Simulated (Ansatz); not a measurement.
Isolated molecules relaxed with PBE0-D4/def2-TZVP in Ansatz; ΔE leaves out vibrations. CCSD(T)/CBS is the MP2 limit (def2-TZVPP, def2-QZVPP) plus CCSD(T) − MP2 in def2-TZVPP, frozen cores. This one scheme is used for every species. Functionals use def2-TZVPP. Open shells (•) are unrestricted, without spin–orbit coupling. Each species was taken in one conformer, which may not be the lowest.

Reaction (hydrogen abstraction from the S–H bond): `C[SiH](F)S` + `[CH3]`• → `C[SiH](F)[S]`• + CH₄

```tsv
level	ΔE (kJ/mol)
revPBE-D4	-78.1
BHLYP-D4	-79.7
CAM-B3LYP-D4	-81.1
ωB97X-V	-80.2
PBE0	-77.9
HF/def2-TZVPP	-74.9
CCSD(T)/def2-TZVPP	-77.4
CCSD/CBS(def2)	-75.6
```

Problem. What does CCSD(T)/CBS give? (An estimate is asked.)

Solution. Computed: -74.9 kJ/mol. The listed levels differ from it by -3.2, -4.8, -6.2, -5.3, -3.0, 0.0, -2.5, -0.7 kJ/mol.

Largest T1 diagnostic among the species: 0.013.

From BLYP to BHLYP (50 % exact exchange), in def2-TZVPP and without D4, ΔE moves by +4.8 kJ/mol. At CCSD(T), def2-SVP lies −10.8 kJ/mol from the extrapolated value and def2-TZVPP −2.4 kJ/mol.
